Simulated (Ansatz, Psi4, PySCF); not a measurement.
C$_{3}$H$_{6}$Cl, charge -1, singlet, at a GFN2-xTB geometry (in this run its highest filled SCF level lies above zero, so its values depend strongly on the basis, on diffuse functions most of all). Base run: PySCF with B3LYP5/STO-3G.

PySCF was given this input:
```python
from pyscf import gto, scf, dft

mol = gto.M(
    atom='''
C     0.87874214   -0.57746196    0.01178248
C     2.36128716   -0.21090347    0.01892378
C     0.05260727    0.70987802    0.08469850
H     0.66331677   -1.19415500    0.89661526
H     0.68416168   -1.22068093   -0.87379508
H     2.99566787   -1.10167485    0.03968092
Cl   -1.73162036    0.11908892    0.00897987
H     2.61173789    0.36877995   -0.87023935
H     2.58650261    0.40082008    0.89158272
H     0.14033970    1.19332350   -0.92893097
''',
    basis='sto-3g',
    charge=-1,
    verbose=4,
)

mf = dft.RKS(mol)
mf.xc = 'b3lyp5'
mf.kernel()
```

The same geometry, method and basis name were run in Ansatz (an electronic-structure program) and Psi4 and PySCF, at each program's defaults and at the settings that a row names. The base is PySCF at its defaults. Differences at the defaults can come from grids, fitting, cores and function types together.

| code and settings | ΔE vs base (mEh) | basis functions | E (Eh) | SCF cycles |
|---|---|---|---|---|
| PySCF, defaults (exact integrals, its default grid, spherical functions) | 0.000 | 30 | -571.36605 | 8 |
| Psi4, defaults (density fitting with its default set, its default grid, spherical functions) | ___ | 30 | -571.36762 | 7 |
| Ansatz, defaults (factorised integrals, its default grid, spherical functions) | 0.005 | 30 | -571.36605 | - |
| PySCF, density fitting with def2-universal-jkfit | -1.566 | 30 | -571.36762 | 8 |
| PySCF, fine grid | 0.004 | 30 | -571.36605 | 8 |
| Psi4, exact integrals, spherical functions, fine grid | 0.004 | 30 | -571.36605 | 10 |
| Ansatz, high accuracy | 0.004 | 30 | -571.36605 | - |

Some entries are withheld; supply them.


- Psi4, defaults (density fitting with its default set, its default grid, spherical functions), ΔE vs base (mEh): -1.562
